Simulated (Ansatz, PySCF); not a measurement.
This PySCF input computes a SVWN5/def2-TZVPD energy:

```python
from pyscf import gto, scf, dft

mol = gto.M(
    atom='''
    Si    0.00107769   -0.00268426    0.49256016
    F     1.11248875   -0.75428203   -0.38966015
    F    -1.11416515    0.75845754   -0.37654454
    ''',
    basis='def2-tzvpd',
    charge=0,
    spin=2,
    verbose=4,
)

mf = dft.UKS(mol, xc='svwn').density_fit(auxbasis='def2-universal-jkfit')
mf.grids.level = 3
mf.conv_tol = 1e-9
mf.max_cycle = 100
mf.max_memory = 1500
mf.kernel()
if not mf.converged:
    mf = mf.newton()
    mf.kernel(mf.make_rdm1())
for _ in range(2):
    mo, _, stable, _ = mf.stability(return_status=True)
    if stable:
        break
    mf.kernel(mf.make_rdm1(mo, mf.mo_occ))
mf.analyze()
```

Task: Write an input for the same energy in Ansatz (an electronic-structure program) and say what it gives.

Result: 
Ansatz 0.2 input:
```yaml
crystal:
  periodic: [false, false, false]
  atoms:
    - {symbol: Si, position_ang: [0.00107769, -0.00268426, 0.49256016]}
    - {symbol: F, position_ang: [1.11248875, -0.75428203, -0.38966015]}
    - {symbol: F, position_ang: [-1.11416515, 0.75845754, -0.37654454]}
basis:
  gaussian:
    orbitals: def2-TZVPD
hamiltonian:
  xc: {name: SVWN5}
magnetization: {spin_polarized: true, initial_magnetization: 2}
output: {forces: true}
```
It gives -486.85250 Eh, and PySCF -486.85255 Eh, a difference of 0.05 mEh, from the treatment of integrals and grids.

This is an excited triplet: at this geometry the singlet lies 3.07 eV lower at RI-MP2/CBS(aug-cc-pV(T+d)Z,aug-cc-pV(Q+d)Z)+[CCSD(T)-MP2]/aug-cc-pV(T+d)Z.
